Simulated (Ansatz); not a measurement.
Consider the redistribution: `CCB(S)Cl` + `[CH3][Al]([OH])[OH]` → `OB(S)Cl` + `C[CH2][Al]([CH3])[OH]`.

Isolated molecules relaxed with PBE0-D4/def2-TZVP in Ansatz; ΔE leaves out vibrations. CBS: MP2 limit from def2 TZ/QZ plus the TZ coupled-cluster correction, frozen cores. Functionals use def2-TZVPP. Each species was taken in one conformer, which may not be the lowest.

| level | ΔE (kJ/mol) |
| --- | --- |
| B97M-V | 33.7 |
| r2SCAN0-D4 | 34.4 |

**Question.** What does CCSD(T)/CBS give? (Estimate.)

**Answer.** Ansatz gave: +39.7 kJ/mol. The listed levels differ from it by -6.0, -5.3 kJ/mol.

Largest T1 diagnostic among the species: 0.012.

In def2-TZVPP, CCSD(T) changes the Hartree–Fock value by +3.0 kJ/mol (the triples alone add −0.2 kJ/mol) and MP2 by +7.5 kJ/mol. At CCSD(T), def2-SVP lies −19.8 kJ/mol from the extrapolated value and def2-TZVPP −2.6 kJ/mol. From BLYP to BHLYP (50 % exact exchange), in def2-TZVPP and without D4, ΔE moves by +4.4 kJ/mol.
